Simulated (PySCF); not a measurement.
Input for PySCF: D3(BJ) and D4 dispersion corrections on CH6AlN (SMILES C[NH][AlH2]), a point of a torsion scan.

```python
from pyscf import gto
from pyscf.dispersion import dftd3, dftd4

mol = gto.M(
    atom='''
    C    -1.27796826    0.27092915    0.24835557
    N    -0.08390076   -0.51206010   -0.07188015
    Al    1.58214364   -0.04237334   -0.50276627
    H    -2.09986299    0.04978845   -0.43907601
    H    -1.03465875    1.32936746    0.16223860
    H    -1.61950083    0.07633933    1.26994886
    H    -0.31242775   -1.50329987   -0.01893998
    H     1.91208086    1.26863188   -1.24719711
    H     2.75998177   -0.95365364   -0.10789323
    ''',
    basis='def2-svp',
    charge=0, spin=0, verbose=0, max_memory=1800)
d3, d4 = {}, {}
for xc in ['hf', 'pbe', 'blyp', 'revpbe', 'tpss', 'r2scan', 'b3lyp', 'pbe0', 'bhlyp', 'camb3lyp', 'b2plyp']:
    d3[xc] = float(dftd3.DFTD3Dispersion(mol, xc=xc, version='d3bj', atm=False).get_dispersion()['energy'])
    print(f'D3(BJ) {xc:10s} {d3[xc]:14.8f} Eh')
for xc in ['hf', 'pbe', 'blyp', 'revpbe', 'tpss', 'r2scan', 'b3lyp', 'pbe0', 'bhlyp', 'camb3lyp', 'b2plyp']:
    d4[xc] = float(dftd4.DFTD4Dispersion(mol, xc={'camb3lyp': 'cam-b3lyp'}.get(xc, xc), atm=True).get_dispersion()['energy'])
    print(f'D4     {xc:10s} {d4[xc]:14.8f} Eh')
```

The log:

```
D3(BJ) hf            -0.04152673 Eh
D3(BJ) pbe           -0.00487185 Eh
D3(BJ) blyp          -0.01047477 Eh
D3(BJ) revpbe        -0.01243180 Eh
D3(BJ) tpss          -0.00613938 Eh
D3(BJ) r2scan        -0.00133121 Eh
D3(BJ) b3lyp         -0.00857450 Eh
D3(BJ) pbe0          -0.00420946 Eh
D3(BJ) bhlyp         -0.00679318 Eh
D3(BJ) camb3lyp      -0.00382588 Eh
D3(BJ) b2plyp        -0.00401510 Eh
D4     hf            -0.01769355 Eh
D4     pbe           -0.00469507 Eh
D4     blyp          -0.01050644 Eh
D4     revpbe        -0.01554696 Eh
D4     tpss          -0.00634375 Eh
D4     r2scan        -0.00113642 Eh
D4     b3lyp         -0.00756259 Eh
D4     pbe0          -0.00392515 Eh
D4     bhlyp         -0.00558483 Eh
D4     camb3lyp      -0.00394490 Eh
D4     b2plyp        -0.00325802 Eh
```

The run finished.

Cost: roughly 0.020 core-seconds.
